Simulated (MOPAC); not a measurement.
MOPAC input (PM6):

```
PM6 FORCE THERMO(298,298) PRECISE LET UHF MS=0.5 GEO-OK AUX(PRECISION=9) THREADS=1
CH3BI

C    -2.83544413 1    0.17850866 1    0.18304479 1
B    -1.31324186 1    0.11252789 1    0.08970446 1
I     0.70069998 1    0.02668079 1   -0.02651585 1
H    -3.18049551 1    1.21475991 1    0.08888757 1
H    -3.29450449 1   -0.41417565 1   -0.61675535 1
H    -3.17796100 1   -0.21517001 1    1.14710522 1
```

From the output:

```
     H    6   3.503984   0.406583   0.009259   0.430394   0.430439   4.132309

          HEAT OF FORMATION =      27.892968 KCALS/MOLE

          ZERO POINT ENERGY      21.180 KCAL/MOL

           NORMAL COORDINATE ANALYSIS (Total motion = 1 Angstrom)

   Root No.       1         2         3         4         5         6         7         8

                 1 E       1 E       1 A1      2 E       2 E       2 A1      3 E       3 E

                  70.6      70.6     384.7     639.1     639.1    1158.8    1197.8    1197.8

           1    0.0000    0.0002    0.1958    0.0000   -0.0002    0.0139   -0.0000    0.0001
           2   -0.0004   -0.0790    0.0005   -0.0015    0.0695    0.0001    0.0111   -0.0454
           3   -0.0788    0.0004    0.0000    0.0663    0.0016   -0.0000   -0.0461   -0.0109
           4   -0.0000   -0.0006    0.1431   -0.0000    0.0001    0.0877    0.0000   -0.0000
           5    0.0012    0.2566    0.0003    0.0010   -0.0465    0.0002   -0.0001    0.0003
           6    0.2559   -0.0012    0.0000   -0.0444   -0.0011   -0.0000    0.0003    0.0001
           7    0.0000    0.0000   -0.0357    0.0000    0.0000   -0.0021   -0.0000   -0.0000
           8   -0.0001   -0.0106   -0.0001   -0.0000   -0.0001   -0.0000    0.0000    0.0000
           9   -0.0105    0.0001   -0.0000   -0.0001    0.0000    0.0000    0.0000    0.0000
          10    0.2159   -0.0189    0.2084    0.4155   -0.0262   -0.2789    0.1336    0.0191
          11    0.0027   -0.1597    0.0011    0.0048   -0.0929   -0.0093   -0.0613    0.4366
          12   -0.1593    0.0008   -0.0070   -0.1151   -0.0005    0.1066   -0.0794    0.0255
          13   -0.0913    0.1975    0.2084   -0.1860    0.3902   -0.2792   -0.0849    0.1037
          14   -0.0021   -0.1595   -0.0059    0.0127   -0.1144    0.0961    0.1913    0.0659
          15   -0.1620    0.0009    0.0030   -0.0932    0.0085   -0.0457    0.2971    0.2747
          16   -0.1246   -0.1775    0.2084   -0.2296   -0.3633   -0.2787   -0.0484   -0.1240
          17   -0.0028   -0.1603    0.0063   -0.0103   -0.1127   -0.0885   -0.2611    0.0350
          18   -0.1570    0.0006    0.0040   -0.0973   -0.0155   -0.0609    0.3277   -0.1712

   Root No.       9        10        11        12

                 3 A1      4 E       4 E       4 A1

                1337.6    2679.7    2679.7    2760.2

           1   -0.1948    0.0000    0.0001   -0.0227
           2   -0.0003   -0.0014   -0.0544   -0.0001
           3   -0.0000   -0.0506    0.0016    0.0000
           4    0.2158    0.0000    0.0000   -0.0049
           5    0.0006   -0.0001   -0.0023   -0.0000
           6    0.0000   -0.0022    0.0001   -0.0000
           7   -0.0039    0.0000    0.0000    0.0000
           8   -0.0000   -0.0000   -0.0000    0.0000
           9   -0.0000   -0.0000   -0.0000   -0.0000
          10    0.1657    0.1785   -0.0216    0.1073
          11    0.0089   -0.0390   -0.0201   -0.0248
          12   -0.1027    0.4360   -0.0550    0.3048
          13    0.1659   -0.0714    0.1761    0.1066
          14   -0.0926   -0.1684    0.3892    0.2767
          15    0.0440    0.0561   -0.1938   -0.1307
          16    0.1656   -0.1071   -0.1560    0.1078
          17    0.0852    0.2253    0.3042   -0.2512
          18    0.0587    0.1340    0.2296   -0.1741

           MASS-WEIGHTED COORDINATE ANALYSIS (NORMAL COORDINATES)

   Root No.       1         2         3         4         5         6         7         8

                 1 E       1 E       1 A1      2 E       2 E       2 A1      3 E       3 E

                  70.6      70.6     384.7     639.1     639.1    1158.8    1197.8    1197.8

           1    0.0000    0.0006    0.6872    0.0000   -0.0009    0.0807   -0.0001    0.0006
           2   -0.0013   -0.2810    0.0017   -0.0087    0.3790    0.0005    0.0633   -0.2635
           3   -0.2810    0.0013    0.0000    0.3790    0.0087   -0.0000   -0.2635   -0.0634
           4   -0.0000   -0.0020    0.4766   -0.0000    0.0006    0.4833    0.0000   -0.0000
           5    0.0042    0.8658    0.0011    0.0057   -0.2406    0.0012   -0.0004    0.0017
           6    0.8657   -0.0042    0.0000   -0.2405   -0.0057   -0.0000    0.0017    0.0004
           7    0.0000    0.0003   -0.4072    0.0000    0.0000   -0.0404   -0.0000   -0.0000
           8   -0.0006   -0.1222   -0.0010   -0.0000   -0.0013   -0.0003    0.0000    0.0001
           9   -0.1222    0.0006   -0.0000   -0.0013    0.0000    0.0000    0.0001    0.0001
          10    0.2230   -0.0195    0.2119    0.6875   -0.0414   -0.4694    0.2212    0.0322
          11    0.0028   -0.1646    0.0011    0.0080   -0.1468   -0.0157   -0.1015    0.7336
          12   -0.1646    0.0008   -0.0071   -0.1905   -0.0008    0.1794   -0.1315    0.0429
          13   -0.0943    0.2035    0.2119   -0.3077    0.6167   -0.4698   -0.1405    0.1742
          14   -0.0022   -0.1643   -0.0060    0.0209   -0.1808    0.1618    0.3167    0.1107
          15   -0.1673    0.0009    0.0031   -0.1542    0.0134   -0.0770    0.4921    0.4617
          16   -0.1287   -0.1829    0.2119   -0.3799   -0.5742   -0.4690   -0.0802   -0.2085
          17   -0.0029   -0.1651    0.0064   -0.0170   -0.1781   -0.1490   -0.4323    0.0589
          18   -0.1621    0.0006    0.0041   -0.1610   -0.0245   -0.1025    0.5427   -0.2876

   Root No.       9        10        11        12

                 3 A1      4 E       4 E       4 A1

                1337.6    2679.7    2679.7    2760.2

           1   -0.6508    0.0000    0.0007   -0.1381
           2   -0.0011   -0.0081   -0.2867   -0.0005
           3   -0.0000   -0.2866    0.0082    0.0000
           4    0.6839    0.0000    0.0000   -0.0286
           5    0.0018   -0.0003   -0.0116   -0.0001
           6    0.0000   -0.0116    0.0003   -0.0000
           7   -0.0423    0.0000    0.0000    0.0003
           8   -0.0003   -0.0001   -0.0000    0.0001
           9   -0.0000   -0.0001   -0.0000   -0.0000
          10    0.1604    0.2931   -0.0330    0.1892
          11    0.0087   -0.0641   -0.0307   -0.0438
          12   -0.0994    0.7160   -0.0840    0.5376
          13    0.1606   -0.1172    0.2689    0.1880
          14   -0.0897   -0.2765    0.5943    0.4880
          15    0.0426    0.0920   -0.2959   -0.2305
          16    0.1602   -0.1760   -0.2382    0.1901
          17    0.0825    0.3700    0.4645   -0.4431
          18    0.0568    0.2201    0.3507   -0.3070

          DESCRIPTION OF VIBRATIONS

 VIBRATION          2    1E          ATOM PAIR     ENERGY CONTRIBUTION    RADIAL
 FREQUENCY            70.57         C 1 -- B 2         +27.0% (421.0%)      0.0%
 TRANSITION DIPOLE   0.2701         C 1 -- H 5         +24.7% (402.5%)     52.7%
 TRAVEL (Ang.)       0.3930         C 1 -- H 6         +23.5% (392.7%)     49.7%
 REDUCED MASS        6.1858         C 1 -- H 4         +18.4% (347.5%)      1.9%
 EFFECTIVE MASS    108.6930
 FORCE CONSTANT      0.0181

 VIBRATION          3    1A1         ATOM PAIR     ENERGY CONTRIBUTION    RADIAL
 FREQUENCY           384.73         C 1 -- H 6         +22.2% (166.2%)     13.1%
 TRANSITION DIPOLE   0.7337         C 1 -- H 4         +22.2% (166.2%)     13.2%
 TRAVEL (Ang.)       0.1614         C 1 -- H 5         +22.2% (166.2%)     13.4%
 REDUCED MASS        6.7302         B 2 -- I 3         +17.2% (146.3%)    100.0%
 EFFECTIVE MASS     29.5408         C 1 -- B 2         +16.2% (141.9%)    100.0%
 FORCE CONSTANT      0.5869

 VIBRATION          5    2E          ATOM PAIR     ENERGY CONTRIBUTION    RADIAL
 FREQUENCY           639.14         C 1 -- H 5         +37.4% ( 93.4%)      9.7%
 TRANSITION DIPOLE   0.3967         C 1 -- H 6         +34.6% ( 89.8%)      9.5%
 TRAVEL (Ang.)       0.4233         C 1 -- H 4         +16.0% ( 61.2%)      0.1%
 REDUCED MASS        0.5889         C 1 -- B 2         +11.8% ( 52.6%)      0.0%
 EFFECTIVE MASS      3.6505
 FORCE CONSTANT      0.1417

 VIBRATION          6    2A1         ATOM PAIR     ENERGY CONTRIBUTION    RADIAL
 FREQUENCY          1158.77         B 2 -- I 3         +25.0% ( 45.8%)    100.0%
 TRANSITION DIPOLE   0.1083         C 1 -- B 2         +20.6% ( 41.6%)    100.0%
 TRAVEL (Ang.)       0.2725         C 1 -- H 5         +18.1% ( 39.1%)      0.2%
 REDUCED MASS        0.7839         C 1 -- H 4         +18.1% ( 39.0%)      0.2%
 EFFECTIVE MASS      3.1128         C 1 -- H 6         +18.1% ( 39.0%)      0.2%
 FORCE CONSTANT      0.6202

 VIBRATION          8    3E          ATOM PAIR     ENERGY CONTRIBUTION    RADIAL
 FREQUENCY          1197.80         C 1 -- H 4         +54.5% ( 63.9%)      0.1%
 TRANSITION DIPOLE   0.6881         C 1 -- H 5         +26.4% ( 44.5%)      6.3%
 TRAVEL (Ang.)       0.3566         C 1 -- H 6         +14.0% ( 32.3%)     20.6%
 REDUCED MASS        0.4428         C 1 -- B 2          +5.2% ( 19.7%)      0.0%
 EFFECTIVE MASS      1.6055
```
